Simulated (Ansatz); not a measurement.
`C[SiH2]C[SiH2]F` + `O=C(O)O` → `COC(=O)O` + `F[SiH2]C[SiH3]`  (substitution at a C–Si bond)

Isolated molecules relaxed with PBE0-D4/def2-TZVP in Ansatz; ΔE leaves out vibrations. CBS: MP2 limit from def2 TZ/QZ plus the TZ coupled-cluster correction, frozen cores. DFT in def2-TZVPP. B3LYP here is the variant with VWN-RPA as its local correlation; programs differ in this. One conformer a species, not always the lowest.

Question: Is it downhill or uphill in electronic energy at CCSD(T)/CBS, and by how much? (Best estimate.)

Answer: Ansatz gave: Uphill: ΔE = +0.91 eV.

Question: What do these levels give: PBE-D4, PBE0-D4, B3LYP, CCSD/def2-TZVPP, MP2/def2-QZVPP, MP2/CBS(def2)? (Estimate.)

Answer: Ansatz gave: PBE-D4 0.92, PBE0-D4 0.94, B3LYP 0.83, CCSD/def2-TZVPP 0.88, MP2/def2-QZVPP 0.97, MP2/CBS(def2) 0.98 eV.

Largest T1 diagnostic among the species: 0.014.

The D4 term adds +0.04 eV with B3LYP and +0.02 eV with PBE0; it sums over pairs of atoms, weighted by their polarisabilities, and B3LYP, whose exchange is more repulsive, gets the larger term. In def2-TZVPP, CCSD(T) changes the Hartree–Fock value by +0.13 eV (the triples alone add +0.01 eV) and MP2 by +0.20 eV.
